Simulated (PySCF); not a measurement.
## First hyperpolarisability: `[C-]#[N+]c1ncc([O-])s1`, [C₄HN₂OS]-, charge -1

Geometry (Å), atoms numbered from 1 in this order:
```xyz
9

C     3.533   -0.164   -0.286
N     2.357   -0.103   -0.220
C     0.995   -0.039   -0.197
N     0.307    0.137    0.897
C    -1.018    0.167    0.680
C    -1.504    0.014   -0.647
O    -2.620    0.000   -1.137
S     0.056   -0.195   -1.668
H    -1.715    0.308    1.510
```

Total charge -1.

Computed with quadratic response PBE0/def2-SVPD first hyperpolarisability, Taylor convention, gas phase in PySCF. Geometry: PBE0-D3(BJ)/def2-SVP.

For a gas-phase anion, states above the detachment energy (about 1.3 eV, taken as minus the energy of the highest occupied orbital) lie in the continuum and depend on the basis.

Give β for the processes computed.

In au, Taylor convention; the vector part is βᵢ = ⅓ Σⱼ (βᵢⱼⱼ + βⱼᵢⱼ + βⱼⱼᵢ):
```tsv
process	λ (nm)	β vector norm	β HRS	depolarisation ratio
static β(0;0,0)	∞	1343.2	575.2	4.50
second harmonic β(−2ω;ω,ω)	1550	1603.1	685.3	4.55
Pockels β(−ω;ω,0)	1550	1419.7	–	–
second harmonic β(−2ω;ω,ω)	1064	2055.9	876.4	4.64
Pockels β(−ω;ω,0)	1064	1516.8	–	–
Pockels β(−ω;ω,0)	694.3	1837.3	–	–
```

Second harmonics within 0.3 eV of the first excitation or beyond it are left out.

Which lowest excitations and polarisabilities go with it?

S1 3.76 eV (f = 0.000); S2 3.78 eV (f = 0.270); S3 4.30 eV (f = 0.002); isotropic α 101.6 au static, 102.8 au at 1550 nm, 104.2 au at 1064 nm, 106.8 au at 775 nm, 108.4 au at 694.3 nm, 115.0 au at 532 nm.
